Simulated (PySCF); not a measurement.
Ionising BeZn

PBE0; Be x2c-SVPall, Zn x2c-SVPall; spin-free X2C with a Gaussian nucleus (PySCF 2.14). Neutral (UKS): singlet (closed shell), Re = 2.878 Å, ωe = 144 cm⁻¹, De = 0.13 eV, HOMO -5.58 eV, LUMO -1.57 eV.

BeZn⁺ (UKS): doublet (σ ↑), Re = 2.395 Å, ωe = 367 cm⁻¹, De = 1.91 eV to Be⁺ + Zn. The energies at the minima are -1809.95918 hartree for BeZn and -1809.69626 for BeZn⁺.

Q: Work out the adiabatic ionisation energy, without and with harmonic zero-point energies (1 hartree = 27.2114 eV, 1 eV = 8065.5 cm⁻¹), and the change of the bond length.

A: At PBE0: 0.26292 hartree = 7.154 eV between the minima; the zero-point term (367.0 − 144.0)/2 cm⁻¹ = +0.014 eV makes it 7.168 eV. Re changes by -48.3 pm against the neutral. Minus the HOMO energy is 5.58 eV, -1.57 eV from the value between the minima; self-interaction puts the Kohn–Sham level too high, less so with exact exchange. The electron leaves a σ orbital, and the shorter bond of the ion fits an antibonding orbital, or a change in how ionic the bond is.

Closed-shell solutions of metal pairs were not tested for spin polarisation, which can lower them a little. Weak bonds: BeZn. Basis-set superposition, not corrected here, can be much of De in a small basis, most of all at correlated wavefunction levels. For an ion De counts to the pair picked by the measured ionisation energies or electron affinities, which need not be the lowest pair at this level. States were picked by a PBE0 search and need not be the measured ground states.
